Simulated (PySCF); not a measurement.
## Dipole response of I (iodine, neutral)

[Kr] 4d10 5s2 5p5, 2P determinant. Calculation: PySCF 2.14, in aug-cc-pVTZ-PP with ECP28MDF; scalar relativity through the core potential. Coupled (time-dependent) response in atomic units; α is the mean over directions.

| method | mean α (bohr³) | α xx, yy, zz | C₆ (like pair) | S(−4) |
| --- | --- | --- | --- | --- |
| UHF | 31.73 | 29.34, 32.93, 32.93 | 338.8 | 191.4 |
| PBE | 34.33 | 31.15, 35.92, 35.92 | 371.8 | 245.3 |
| PBE0 | 33.02 | 30.19, 34.44, 34.44 | 354.8 | 217.6 |
| BP86 | 34.44 | 31.26, 36.03, 36.03 | 372.7 | 247.6 |

S(−4) is the Cauchy moment in α(ω) = α(0) + S(−4) ω² + …

Reference α: 32.9 ± 1.3 bohr³ (recommended; Schwerdtfeger and Nagle, table of static dipole polarizabilities (2023 update)). Published C₆: 385.0 (Chu and Dalgarno (2004); Tang, Norbeck and Certain (1976)).

Spin-orbit coupling is absent.

α(iu) at UHF:

```csv
u (hartree),α(iu) (bohr³)
0,31.73
0.0500,31.26
0.100,29.95
0.200,25.83
0.300,21.28
0.500,14.07
0.750,8.820
1.00,5.964
1.50,3.255
2.00,2.075
3.00,1.081
5.00,0.4564
```

The components differ because the open shell of this determinant is not spherical; for a pure term their mean is the scalar polarisability.

Energies and moments cover only the electrons outside the core potential.
